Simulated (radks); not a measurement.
Initial-state core-level shifts of the arsenic ion As+ when its valence configuration changes from [Ar] 3d10 4s2 4p2. Calculated with a radial shooting solver on a logarithmic mesh with Libxc functionals: scalar-relativistic Kohn-Sham, LDA (Slater exchange, Perdew-Wang correlation), spin-polarised, spherical densities, point nucleus; open shells are filled with parallel spins first. Shifts are changes of the shell-averaged eigenvalues in eV (positive: less bound).

| valence | 1s | 2s | 2p | 3p |
|---|---|---|---|---|
| 3d10 4s1 4p3 | -1.258 | -1.226 | -1.217 | -1.297 |
| 3d9 4s2 4p3 | -13.228 | -14.596 | -14.475 | -11.497 |
| 3d9 4s1.5 4p3.5 | -14.038 | -15.394 | -15.267 | -12.298 |
| 3d8 4s2 4p4 | -27.627 | -30.512 | -30.269 | -23.608 |
| 3d8 4s1 4p5 | -29.114 | -31.991 | -31.735 | -25.075 |
| 3d10 4p4 | -3.342 | -3.254 | -3.241 | -3.306 |
| 3d7 4s2 4p5 | -42.747 | -47.291 | -46.927 | -35.907 |
| 3d9.5 4s2 4p2.5 | -6.516 | -7.177 | -7.117 | -5.713 |
| 3d8.5 4s2 4p3.5 | -20.339 | -22.447 | -22.264 | -17.529 |
